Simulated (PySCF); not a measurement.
**Working out the ionisation energy of Mn**

Mn [Ar] 3d5 4s2 (6S) → Mn⁺ [Ar] 3d5 4s1 (7S). Calculation: PySCF 2.14, in x2c-TZVPPall; scalar relativity by spin-free X2C-1e. Frozen: [Ne]. Energies in hartree (1 hartree = 27.21139 eV):

```json
{"part": "UHF", "Mn (lower)": "-1157.374397", "Mn⁺ (upper)": "-1157.152926"}
{"part": "MP2 opposite-spin", "Mn (lower)": "-0.280690", "Mn⁺ (upper)": "-0.247091"}
{"part": "MP2 same-spin", "Mn (lower)": "-0.164736", "Mn⁺ (upper)": "-0.160185"}
```

Question: What does Hartree-Fock give?

Answer: (-1157.152926) − (-1157.374397) = 0.221471 hartree = 6.027 eV.

Question: What do MP2 and SCS-MP2 (6/5 opposite-spin, 1/3 same-spin) give?

Answer: The opposite-spin parts differ by 0.914 eV and the same-spin parts by 0.124 eV. MP2: 6.027 + (0.914) + (0.124) = 7.065 eV. SCS-MP2: 6.027 + 1.2 × (0.914) + (0.124)/3 = 7.165 eV.

Measured between the centres of the two terms (NIST): 7.434 eV, so MP2 (valence and next inner shell) is off by -0.369 eV.

What remains against the reference includes basis incompleteness, the frozen core and correlation beyond second order.
